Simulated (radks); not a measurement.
O, configuration [He] 2s2 2p(up 2, down 2) (spins set by hand, not the high-spin state). Method: scalar-relativistic Kohn-Sham, SCAN, spin-polarised, spherical densities, finite nucleus; meta-GGA in the generalised Kohn-Sham scheme; Fermi nuclear charge, rms radius 2.6991 fm; computed with a radial shooting solver on a logarithmic mesh with Libxc functionals.

X-ray form factor f0, the Fourier transform of the density (f0(0) = 8):

sin(theta)/lambda (1/angstrom)  f0 (electrons)
0.05                                     7.791
0.1                                      7.225
0.15                                     6.444
0.2                                      5.596
0.25                                     4.788
0.3                                      4.078
0.4                                      3.009
0.5                                      2.345
0.6                                      1.952
0.8                                      1.570
1                                        1.377
1.25                                     1.182
1.5                                      0.996
2                                        0.672
